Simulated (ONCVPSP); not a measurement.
**Ga ONCV: all-electron and pseudo phase curves**

```json
{
 "Element": "Ga (Z = 31)",
 "Generator": "ONCVPSP 4.0.1",
 "Type": "optimised norm-conserving Vanderbilt (ONCV)",
 "Functional": "PBEsol",
 "Relativity": "scalar-relativistic",
 "Frozen core": "[Ne]",
 "Valence charge": "21",
 "Reference configuration": "3s2 3p6 3d10 4s1 4p2",
 "Partial waves": "3s+4s: rc 1.15 bohr, ncon 4, nbas 7, qcut 13.8 1/bohr, 2 projectors; 3p+4p: rc 1.30 bohr, ncon 3, nbas 7, qcut 11.6 1/bohr, 2 projectors; 3d: rc 0.70 bohr, ncon 4, nbas 8, qcut 12.1 1/bohr, 3 projectors, debl 2.9 Ha",
 "Local potential": "polynomial inside 0.45 bohr (lpopt 5, dvloc0 6 Ha)",
 "Core correction": "Teter function, fcfact 5.75, rcfact 1.35"
}
```

The phase is arctan(r·R′/R) of the radial function R(r), unwrapped; energies in Ha, scanned from -7 to 5 Ha. A pole is an energy at which the radial function vanishes at the test radius. The pseudo phase is shifted by a multiple of π to meet the all-electron one at the reference energy, and phase errors are pseudo minus all-electron; the curves can meet again beyond the range given. Levels narrower than the energy grid can be missing from the lists of poles.

```tsv
channel	radius (bohr)	reference energy (Ha)	poles, all-electron	poles, pseudo	unbroken range about the reference energy with phases within 0.05 rad	phase error 1 Ha above the reference energy (rad)
s	1.17	-0.37	-4.90	-4.90	the whole range	-0.000
p	1.32	-0.12	-3.35	-3.35	the whole range	+0.000
d	0.71	-0.77	none	none	the whole range	+0.000
```

Note: ghosts flagged at negative energy: d at -462.7 eV; GHOST(+) flagged for s at 341.2 eV. A true bound ghost makes a file unfit for plane-wave use.

Phases in the s channel:

| E (Ha) | all-electron | pseudo |
| --- | --- | --- |
| -6.96 | 0.819 | 0.819 |
| -6.32 | -0.013 | -0.013 |
| -5.68 | -1.198 | -1.198 |
| -5.04 | -1.533 | -1.533 |
| -4.40 | -1.668 | -1.668 |
| -3.76 | -1.750 | -1.750 |
| -3.12 | -1.816 | -1.816 |
| -2.48 | -1.880 | -1.880 |
| -1.84 | -1.949 | -1.949 |
| -1.20 | -2.034 | -2.034 |
| -0.56 | -2.148 | -2.148 |
| 0.08 | -2.312 | -2.312 |
| 0.72 | -2.566 | -2.566 |
| 1.36 | -2.947 | -2.947 |
| 2.00 | -3.411 | -3.412 |
| 2.64 | -3.804 | -3.806 |
| 3.28 | -4.067 | -4.069 |
| 3.92 | -4.235 | -4.237 |
| 4.56 | -4.347 | -4.349 |
